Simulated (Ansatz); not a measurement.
HgCl₂, SMILES [Cl][Hg][Cl].

Geometry: B3LYP-D3(BJ)/def2-TZVP. The isomer is the one that the SMILES or the coordinates give; other isomers of the formula were not compared. The def2 effective core potentials stand for the cores of Hg; spin–orbit coupling is left out.

Two levels are set side by side: PBE/def2-TZVPD (Ansatz, a quantum-chemistry and plane-wave program) and PBE0/def2-TZVPD (Ansatz). Energy differences of separate SCF runs at the same geometry; the states with an electron removed or added have multiplicity 2 and 2. Differences are taken from unrounded values.

| quantity | PBE |
|---|---|
| vertical ionisation energy (eV) | 10.63 |
| vertical electron affinity (eV) | 0.78 |
| vertical singlet–triplet gap (eV) | 4.07 |

Question: These are the PBE values. What does PBE0 give? (An estimate is asked for; the answer gives what the named calculation found.)

Answer: 
```
quantity                            PBE0  PBE minus PBE0
---------------------------------  -----  --------------
vertical ionisation energy (eV)    11.07           -0.44
vertical electron affinity (eV)     0.69            0.08
vertical singlet–triplet gap (eV)   4.56           -0.49
```
